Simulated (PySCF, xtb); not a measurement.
H₅NSiSn, SMILES [NH2][Sn][SiH3] (connectivity only; charge and spin as stated), neutral, multiplicity 1.

GFN2-xTB (xtb 6.7.1) at its own geometry gives an orbital gap of 2.24 eV and a dipole moment of 3.29 D.

Coordinates come from a PBE0-D3(BJ)/def2-SVP optimisation. The def2 effective core potentials stand for the cores of Sn; spin–orbit coupling is left out. The values are those of a single conformer.

Question: What does PySCF with M06-2X/def2-TZVPD give? (Estimate from the structure and the level; the computed values follow.)

Answer: gap 5.53 eV (levels -7.03 and -1.50 eV), dipole 1.36 D.
